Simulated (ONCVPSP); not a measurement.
Potentials for C (Z = 6) compared

Generated with ld1.x 7.5 (TM, RRKJ, ultrasoft, PAW), atompaw 4.2 or ONCVPSP 4.0.1. The cutoff is in Ry: for ld1.x and atompaw files where the sum of valence levels is converged to 10 mRy in a Bessel basis, for ONCV files where the hardest occupied wave has 1 mHa per electron of residual kinetic energy. The error is the largest all-electron minus pseudo excitation energy over each file’s own four to seven test configurations (ionisations up to +4, promotions, holes and added fractions of an electron), all of which were solved. The labels leave out finer settings (local radius, basis sizes, second energies), which also bear on the numbers. Spin-polarised tests are not counted. The rows are a selection from randomly drawn settings: files with unsolved tests, undetermined cutoffs or missed reference levels are left out.

| potential | cutoff (Ry) | largest error (meV) | bound ghosts |
| --- | --- | --- | --- |
| ONCV, LDA (Perdew-Wang 92), non-relativistic, rc 1.00/1.85 (sp), local smoothed, core correction yes, reference 2s2 2p2, qcut 6.4/8.9, projectors 2/2 | 39 | +116 | none |
| ONCV, PBEsol, scalar-relativistic, rc 1.30/2.20/2.10 (spd), local smoothed, core correction no, reference 2s2 2p1.5, qcut 6.2/5.4/4.3, projectors 2/2/2 | 33 | +346 | none |
| ONCV, PBE, scalar-relativistic, rc 0.85/1.95/2.05 (spd), local s, core correction yes, reference 2s2 2p2, qcut 5.9/7.1/4.8, projectors 0/3/2 | 41 | +490 | none |
| ONCV, PBE, scalar-relativistic, rc 1.35/2.80/2.90 (spd), local smoothed, core correction no, reference 2s2 2p1.5, qcut 4/5.5/2.9, projectors 2/2/2 | 100 | +539 | none |
| ONCV, PBE, scalar-relativistic, rc 1.30/1.95 (sp), local smoothed, core correction yes, reference 2s2 2p2, qcut 4.6/8.1, projectors 2/3 | 46 | +381 | none |
| ONCV, PBE, scalar-relativistic, rc 1.35/2.75/2.10 (spd), local smoothed, core correction yes, reference 2s1 2p3, qcut 3.9/4.5/4.6, projectors 3/3/1 | 99 | +1567 | none |

Task: Fill in the row for C: ONCV, PBEsol, scalar-relativistic, rc 0.95/2.40/1.95 (spd), local s, core correction yes, reference 2s1.5 2p2.5, qcut 5.8/4.8/5.1, projectors 0/2/2.

Result: cutoff 40 Ry, largest error +871 meV, bound ghosts: none.
